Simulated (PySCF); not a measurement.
Isomers of C7H10OS, mass 142.045 u with the commonest isotopes. Computed with PBE0/pcSseg-1 in PySCF (dipole) on a GFN2-xTB geometry, gas phase. One conformer each, none proved a minimum here; rigid rotors.

**Question.** Order these by rotational constant A, largest first.
A. `[CH3:1][CH2:2][O:3][CH2:4][c:5]1[cH:6][cH:7][cH:8][s:9]1` with C1–C2–O3–C4 180°, C2–O3–C4–C5 180°, O3–C4–C5–C6 0°
B. `[CH3:1][C:2](=[O:3])[C@@H:4]1[CH2:5][CH2:6][C:7](=[S:8])[CH2:9]1` with C1–C2–C4–C5 -164°, C2–C4–C5–C6 -82°, C4–C5–C6–C7 -30°, C5–C6–C7–S8 -167°, C6–C7–C9–C4 10°
C. `[CH:1]#[C:2][C@H:3]1[CH2:4][CH2:5][S@:6](=[O:7])[CH2:8][CH2:9]1` with C2–C3–C4–C5 62°, C3–C4–C5–S6 67°, C4–C5–S6–O7 46°, C5–S6–C8–C9 62°
D. `[CH3:1][CH:2]([CH3:3])[O:4][c:5]1[cH:6][cH:7][s:8][cH:9]1` with C1–C2–O4–C5 72°, C2–O4–C5–C6 12°
E. `[CH3:1][C:2](=[O:3])[C@@:4]1([CH3:5])[CH2:6][CH2:7][C:8]1=[S:9]` with C1–C2–C4–C5 50°

**Answer.** A (4106 MHz), D (3928 MHz), C (2664 MHz), B (2519 MHz), E (1743 MHz).

**Question.** Order these by dipole moment, smallest first.
A. `[CH:1]#[C:2][C@H:3]1[CH2:4][CH2:5][S@:6](=[O:7])[CH2:8][CH2:9]1` with C2–C3–C4–C5 62°, C3–C4–C5–S6 67°, C4–C5–S6–O7 46°, C5–S6–C8–C9 62°
B. `[CH3:1][CH2:2][O:3][CH2:4][c:5]1[cH:6][cH:7][cH:8][s:9]1` with C1–C2–O3–C4 180°, C2–O3–C4–C5 180°, O3–C4–C5–C6 0°
C. `[CH3:1][CH:2]([CH3:3])[O:4][c:5]1[cH:6][cH:7][s:8][cH:9]1` with C1–C2–O4–C5 72°, C2–O4–C5–C6 12°
D. `[CH3:1][C:2](=[O:3])[C@@:4]1([CH3:5])[CH2:6][CH2:7][C:8]1=[S:9]` with C1–C2–C4–C5 50°
E. `[CH3:1][C:2](=[O:3])[C@@H:4]1[CH2:5][CH2:6][C:7](=[S:8])[CH2:9]1` with C1–C2–C4–C5 -164°, C2–C4–C5–C6 -82°, C4–C5–C6–C7 -30°, C5–C6–C7–S8 -167°, C6–C7–C9–C4 10°

**Answer.** B (1.21 D), C (1.97 D), D (2.17 D), A (3.10 D), E (4.11 D).

**Question.** Order these by radius of gyration √(Σ m r²/M), largest first.
A. `[CH3:1][CH2:2][O:3][CH2:4][c:5]1[cH:6][cH:7][cH:8][s:9]1` with C1–C2–O3–C4 180°, C2–O3–C4–C5 180°, O3–C4–C5–C6 0°
B. `[CH3:1][C:2](=[O:3])[C@@H:4]1[CH2:5][CH2:6][C:7](=[S:8])[CH2:9]1` with C1–C2–C4–C5 -164°, C2–C4–C5–C6 -82°, C4–C5–C6–C7 -30°, C5–C6–C7–S8 -167°, C6–C7–C9–C4 10°
C. `[CH3:1][CH:2]([CH3:3])[O:4][c:5]1[cH:6][cH:7][s:8][cH:9]1` with C1–C2–O4–C5 72°, C2–O4–C5–C6 12°
D. `[CH:1]#[C:2][C@H:3]1[CH2:4][CH2:5][S@:6](=[O:7])[CH2:8][CH2:9]1` with C2–C3–C4–C5 62°, C3–C4–C5–S6 67°, C4–C5–S6–O7 46°, C5–S6–C8–C9 62°

**Answer.** A (2.528 Å), C (2.361 Å), B (2.220 Å), D (2.025 Å).

```tsv
SMILES	point group	Ia (u·Å²)	Ib (u·Å²)	Ic (u·Å²)	κ	μa (D)	μb (D)	μc (D)
CC(C)Oc1ccsc1	C1	128.65	695.90	758.41	-0.96	1.32	1.44	0.28
C#C[C@H]1CC[S@](=O)CC1	Cs	189.67	473.89	501.26	-0.93	2.78	0.00	1.37
CCOCc1cccs1	Cs	123.08	789.28	902.84	-0.95	1.01	0.66	0.00
CC(=O)[C@@H]1CCC(=S)C1	C1	200.59	572.29	626.71	-0.91	2.66	0.07	3.13
CC(=O)[C@@]1(C)CCC1=S	C1	289.93	394.57	485.38	-0.32	0.04	0.66	2.07
```
